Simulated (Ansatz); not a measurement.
`[OH][W]([OH])([OH])([OH])([F])[Cl]` and `[OH][W]([OH])([OH])([OH])([OH])[F]` differ in one atom or group.

Ansatz, PBE0-D4/def2-TZVP geometries, multiplicity 1. Each molecule was computed in one conformer, which needn't be the lowest.

Elements past krypton have def2 core potentials.

```tsv
property	`[OH][W]([OH])([OH])([OH])([F])[Cl]`
HOMO energy (PBE/def2-TZVPP) / eV	-7.03
LUMO energy (PBE0/def2-TZVPP) / eV	-3.11
HOMO–LUMO gap (PBE/def2-TZVPP) / eV	3.30
LUMO energy (PBE/def2-TZVPP) / eV	-3.73
ideal-gas entropy at 298 K and 1 bar (rigid rotor, harmonic PBE0-D4/def2-TZVP) / J/(mol·K)	413
LUMO energy (B3LYP/def2-TZVPP) / eV	-3.33
```

Q: What does the change do to each property? (Best estimate.)

A: The calculation gave: 
| property | `[OH][W]([OH])([OH])([OH])([OH])[F]` | shift |
| --- | --- | --- |
| HOMO energy (PBE/def2-TZVPP) / eV | -7.31 | -0.28 |
| LUMO energy (PBE0/def2-TZVPP) / eV | -2.50 | 0.61 |
| HOMO–LUMO gap (PBE/def2-TZVPP) / eV | 4.15 | 0.85 |
| LUMO energy (PBE/def2-TZVPP) / eV | -3.16 | 0.57 |
| ideal-gas entropy at 298 K and 1 bar (rigid rotor, harmonic PBE0-D4/def2-TZVP) / J/(mol·K) | 405 | -8 |
| LUMO energy (B3LYP/def2-TZVPP) / eV | -2.75 | 0.58 |

With PBE0 the HOMO falls by 0.51 eV and the LUMO rises by 0.61 eV, so the gap widens by about 1.12 eV. PBE moves the HOMO by -0.28 eV and ωB97M-V by -0.63 eV. The zero-point energy changes by 33.5 kJ/mol with +3 modes.

B3LYP here is the variant with VWN-RPA as its local correlation; programs differ in this.
